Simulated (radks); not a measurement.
Task: The table gives one normalised radial function P(r) = r R(r) of H in 1s1 (r in bohr). All-electron calculation, scalar-relativistic Kohn-Sham, BP86, spin-unpolarised, spherical densities, finite nucleus; Gaussian nuclear charge, rms radius 0.8783 fm; without spin polarisation the odd electron is poorly described. Program: a radial shooting solver on a logarithmic mesh with Libxc functionals.

| r | P |
|---|---|
| 0.0586 | 0.1062 |
| 0.06348 | 0.1144 |
| 0.06877 | 0.1233 |
| 0.07391 | 0.1318 |
| 0.08006 | 0.1419 |
| 0.08604 | 0.1515 |
| 0.0932 | 0.1630 |
| 0.101 | 0.1751 |
| 0.1085 | 0.1868 |
| 0.1175 | 0.2004 |
| 0.1273 | 0.2150 |
| 0.1368 | 0.2288 |
| 0.1482 | 0.2449 |
| 0.1606 | 0.2620 |
| 0.1726 | 0.2781 |
| 0.1869 | 0.2969 |
| 0.2009 | 0.3145 |
| 0.2176 | 0.3349 |
| 0.2358 | 0.3562 |
| 0.2534 | 0.3759 |
| 0.2745 | 0.3985 |
| 0.2973 | 0.4218 |
| 0.3195 | 0.4431 |
| 0.3461 | 0.4672 |
| 0.3749 | 0.4914 |
| 0.4029 | 0.5133 |
| 0.4365 | 0.5374 |
| 0.4691 | 0.5588 |
| 0.5082 | 0.5819 |
| 0.5505 | 0.6041 |
| 0.5916 | 0.6229 |
| 0.6408 | 0.6423 |
| 0.6942 | 0.6597 |
| 0.746 | 0.6734 |
| 0.8082 | 0.6860 |
| 0.8685 | 0.6947 |
| 0.9409 | 0.7010 |
| 1.019 | 0.7036 |
| 1.095 | 0.7024 |
| 1.187 | 0.6969 |
| 1.285 | 0.6868 |
| 1.381 | 0.6738 |
| 1.496 | 0.6548 |
| 1.621 | 0.6311 |
| 1.742 | 0.6059 |
| 1.887 | 0.5740 |
| 2.028 | 0.5420 |
| 2.197 | 0.5033 |
| 2.38 | 0.4619 |
| 2.558 | 0.4230 |
| 2.771 | 0.3786 |
| 3.001 | 0.3339 |
| 3.225 | 0.2941 |
| 3.494 | 0.2514 |
| 3.785 | 0.2109 |
| 4.068 | 0.1771 |
| 4.406 | 0.1430 |
| 4.735 | 0.1159 |
| 5.13 | 0.0898 |
| 5.557 | 0.0680 |
| 5.972 | 0.0518 |
| 6.469 | 0.0373 |

Which n and l does it have? It may be an empty orbital.

Result: n = 1, l = 0: the number of nodes gives n - l - 1 = 0, the rise at small r (about r^(l+1)) gives l, and the extent must fit the shell. The curve is that of 1s. 1s: eigenvalue -6.632 eV, 0 radial nodes, <r> = 1.63 bohr, 90 % of the charge inside 2.94 bohr.
